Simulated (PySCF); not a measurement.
Working out the ionisation energy of Sn+

Sn+ [Kr] 4d10 5s2 5p1 (2P) → Sn(2+) [Kr] 4d10 5s2 (1S). Computed with PySCF 2.14 in dyall-av2z (22s16p12d, 130 functions), with no relativity, point nucleus. Frozen: [Kr] 4d10; the 62 highest virtual orbitals dropped. Energies in hartree (1 hartree = 27.21139 eV):

| part | Sn+ (lower) | Sn(2+) (upper) |
| --- | --- | --- |
| UHF | -6022.673344 | -6022.169803 |
| MP2 opposite-spin | -0.027528 | -0.024282 |
| MP2 same-spin | -0.001959 | 0.000000 |

**Question.** What does Hartree-Fock give?

**Answer.** (-6022.169803) − (-6022.673344) = 0.503541 hartree = 13.702 eV.

**Question.** What do MP2 and SCS-MP2 (6/5 opposite-spin, 1/3 same-spin) give?

**Answer.** The opposite-spin parts differ by 0.088 eV and the same-spin parts by 0.053 eV. MP2: 13.702 + (0.088) + (0.053) = 13.843 eV. SCS-MP2: 13.702 + 1.2 × (0.088) + (0.053)/3 = 13.825 eV.

Measured between the centres of the two terms (NIST): 14.282 eV, so MP2 (valence) is off by -0.439 eV.

The calculation is non-relativistic.

A double-zeta basis recovers only part of the correlation energy.

What remains against the reference includes basis incompleteness, the frozen core and correlation beyond second order.
